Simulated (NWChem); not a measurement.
SbH, triplet; SMILES [SbH]

```xyz
2

Sb     0.0000     0.0000    -0.0330
H      0.0000     0.0000     1.6840
```
Atoms are numbered in this order, from 1.

All runs: NWChem. Spin-unrestricted. The geometry was optimised at PBE0-D3(BJ)/def2-TZVP, spin-unrestricted. No stability test was run on the SCF state. def2 effective core potentials on Sb; no spin-orbit coupling.

### Question
What does the run give for HCTH/407/def2-TZVP? Quantities: highest occupied level (eV); lowest empty minus highest occupied level, either spin (eV); dipole (D); <S²>.

### Answer
- highest occupied level (eV) = -5.49
- lowest empty minus highest occupied level, either spin (eV) = 1.15
- dipole (D) = 0.28
- <S²> = 2.01
